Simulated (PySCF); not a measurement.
Compound: [GaCl4]- (charge -1).
SMILES: `[Cl][Ga-]([Cl])([Cl])[Cl]`

The calculation used PySCF, PBE0-D3(BJ)/def2-SVP geometry optimisation, gas phase.

Masses are those of the commonest isotopes; rigid-rotor values at the optimised geometry. 

(1) What are A, B and C (cm⁻¹)?

(2) Classify the top.

Results:

(1) Ia = 451.03, Ib = 453.49, Ic = 454.96 u·Å²; 505379 MHz·u·Å²/I gives 1121, 1114 and 1111 MHz, that is A = 0.03738, B = 0.03717, C = 0.03705 cm⁻¹.

(2) A spherical top, as the point group Td requires three equal moments; the computed ones differ by 0.87 % because the geometry is symmetric only within the optimiser's tolerance.

The point group Td allows no dipole (computed: 0.05 D (about the centre of mass, as the species is charged)), so a rigid rotor has no electric-dipole lines.

Q: Estimate the classical rotational partition function at 25 K, 50 K and 200 K.

A: Point group Td, symmetry number σ = 12; q = (√π/σ)·√((kT/h)³/(ABC)), k/h = 20836.6 MHz/K: 1490 at 25 K, 4220 at 50 K, 33700 at 200 K.

Not checked by PBE0-D3(BJ)/def2-SVP frequencies. No vibrational averaging or centrifugal distortion is included, and the geometry carries the error of its method.
